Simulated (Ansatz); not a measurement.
Abridged output of a molecular run in Ansatz:

```
Functional definition: HF
3955 factors; integrals over basis functions are off by at most 1.0e-3 eV
mean field evaluation 1: about -12707.2266 eV, gradient 6.0e1 eV
mean field evaluation 2: about -12707.8057 eV, gradient 6.0e1 eV
mean field evaluation 4: about -12718.0838 eV, gradient 8.0e0 eV
mean field evaluation 8: about -12718.2843 eV, gradient 3.8e-1 eV
mean field -12718.28473443 eV, -467.3883432272 hartree, gradient 2.1e-6 eV, S^2 0.000000; 0 other end points of the search recorded, 0 dependent functions left out
12 core orbitals not correlated: weight in the atoms' cores, before any rotation towards them, 1.000 or more for the frozen orbitals, at most 0.000 for the correlated occupied ones
reference -12718.28473443 eV, -467.3883432272 hartree; 35, 35 occupied and 633, 633 virtual orbitals, 3955 factors
second order -56.53726928 eV of doubles, -0.00000000 eV of singles
cycle   1  -57.91997011 eV  change    -1.4e0 eV  update   1.4e-1
cycle   2  -59.25525971 eV  change    -1.3e0 eV  update   3.9e-2
cycle   3  -59.45929244 eV  change   -2.0e-1 eV  update   1.5e-2
cycle   4  -59.45188478 eV  change    7.4e-3 eV  update   3.3e-3
cycle   5  -59.45335389 eV  change   -1.5e-3 eV  update   1.2e-3
cycle   6  -59.45396933 eV  change   -6.2e-4 eV  update   2.7e-4
cycle   7  -59.45384249 eV  change    1.3e-4 eV  update   9.2e-5
cycle   8  -59.45383078 eV  change    1.2e-5 eV  update   2.4e-5
perturbative correction -2.54116996 eV, -0.0933862737 hartree
Total energy: -12780.27973517 eV, -469.6666174826 hartree
```

Its atoms:

Cartesian coordinates in Å:
```
C 1.713 -1.347 -2.170
C 1.175 -0.143 -2.926
C 0.096 0.569 -2.113
C 0.448 0.714 -0.611
C -0.421 -0.189 0.279
C -1.905 0.229 0.223
C -2.267 1.158 1.371
C -2.160 0.427 2.713
C -1.048 -0.627 2.684
C 0.063 -0.207 1.735
C 1.945 0.482 -0.420
C 2.388 -0.913 -0.859
H 2.411 -1.915 -2.790
H 0.877 -2.023 -1.957
H 0.764 -0.447 -3.893
H 2.000 0.543 -3.150
H -0.103 1.550 -2.553
H -0.835 0.001 -2.212
H 0.234 1.745 -0.302
H -0.347 -1.213 -0.108
H -2.547 -0.658 0.273
H -2.128 0.705 -0.735
H -3.274 1.563 1.238
H -1.592 2.020 1.359
H -3.115 -0.050 2.955
H -1.968 1.151 3.511
H -1.451 -1.590 2.351
H -0.657 -0.794 3.691
H 0.412 0.794 2.020
H 0.927 -0.868 1.837
H 2.237 0.658 0.618
H 2.483 1.233 -1.008
H 3.476 -0.916 -0.977
H 2.170 -1.641 -0.072
```

**Question.** Which basis set was used?
A. cc-pV(Q+d)Z
B. def2-SVP
C. def2-QZVPP
D. def2-TZVPP

**Answer.** D. It gives 680 functions.

**Question.** Write the keys of the input that set method, charge and spin (a neutral closed shell needs none for the last two).

**Answer.** 
```yaml
correlation: {method: ccsd_t}
```
